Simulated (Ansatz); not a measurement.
`NB(Br)Br` + NH₃ → `NB(N)Br` + HBr at 298.15 K and 1 bar (ligand exchange at a B–Br bond).

Isolated molecules relaxed with PBE0-D4/def2-TZVP in Ansatz; ΔE leaves out vibrations. CCSD(T)/CBS adds triple-zeta CCSD(T) − MP2 to the extrapolated MP2 energy (def2 sets, frozen cores). This one scheme is used for every species. For Br outer-core shells are correlated without core-valence functions, which leaves a few kJ/mol of doubt a bond. Scalar relativity is left out up to krypton. Each species was taken in one conformer, which may not be the lowest.

| species | CCSD(T)/CBS energy (Eh) | H − E (kJ/mol) | S (J/(mol·K)) |
| --- | --- | --- | --- |
| `NB(Br)Br` | -5227.46516 | 102.3 | 317.1 |
| NH₃ | -56.50880 | 100.5 | 192.4 |
| `NB(N)Br` | -2710.06092 | 171.2 | 307.3 |
| HBr | -2573.91920 | 24.6 | 198.6 |

H − E and S are ideal-gas, rigid-rotor, harmonic terms from PBE0-D4/def2-TZVP, for one conformer and one mirror image of each species. 1 Eh = 2625.50 kJ/mol, R = 8.31446 J/(mol·K).

Question: By hand: ΔE, ΔH, ΔS and ΔG.

Answer: ΔE = (-2710.06092) + (-2573.91920) − (-5227.46516) − (-56.50880) = -0.00616 Eh = -16.2 kJ/mol. Δ(H − E) = 171.2 + 24.6 − 102.3 − 100.5 = -7.0, so ΔH = -23.2 kJ/mol. ΔS = 307.3 + 198.6 − 317.1 − 192.4 = -3.6 J/(mol·K). ΔG = -23.2 − 298.15 × (-3.6)/1000 = -22.1 kJ/mol.

Question: By hand: the equilibrium constant, and the temperature at which ΔG would vanish if ΔH and ΔS stayed fixed.

Answer: log₁₀ K = −ΔG/(RT ln 10) = 3.9. ΔG = 0 at ΔH/ΔS = 6444 K, far beyond where these terms or the molecules hold.

The number of gas molecules stays the same, so ΔS is small and ΔH decides. A doubt of 5 kJ/mol in ΔE shifts log₁₀ K by 0.9 here. Other conformers and mirror images would add mixing entropy, several J/(mol·K) or more a flexible species. These are equilibria of isolated gas molecules and say nothing of rates. Largest T1 diagnostic: 0.009 (customary marks: 0.02 for closed shells, 0.045 for open ones).
